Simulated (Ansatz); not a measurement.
HKO (SMILES [OH][K]), singlet, geometry from GFN2-xTB (such geometries of metal compounds can be far from the true shape); BLYP/def2-TZVP (Ansatz, a program for electronic structure).

Input for Ansatz:
Ansatz 0.2 input:
```yaml
crystal:
  periodic: [false, false, false]
  atoms:
    - {symbol: K, position_ang: [-0.51599211, -0.25332463, -0.43505305]}
    - {symbol: O, position_ang: [1.04778559, 0.44431587, 0.88093051]}
    - {symbol: H, position_ang: [1.42156540, 1.25864102, 1.21856393]}
basis:
  gaussian:
    orbitals: def2-TZVP
hamiltonian:
  xc: blyp
accuracy: high
```

Question: Predict the main parts of the log of this Ansatz run.

Answer: 
```
Functional definition: BLYP
1177 factors; integrals over basis functions are off by at most 3.7e-9 eV
mean field evaluation 1: about -18377.4133 eV, gradient 8.2e1 eV
mean field evaluation 2: about -18107.7048 eV, gradient 1.8e2 eV
mean field evaluation 4: about -18385.2020 eV, gradient 4.6e1 eV
mean field evaluation 8: about -18388.9877 eV, gradient 5.9e-1 eV
mean field evaluation 16: about -18388.9870 eV, gradient 1.8e-5 eV
mean field -18388.98698842 eV, -675.7828073212 hartree, gradient 1.8e-8 eV, S^2 0.000000; 0 other end points of the search recorded, 0 dependent functions left out
reference -18388.98704305 eV, -675.7828093291 hartree; 14, 14 occupied and 56, 56 virtual orbitals, 1177 factors
Total energy: -18388.98704305 eV, -675.7828093291 hartree
```
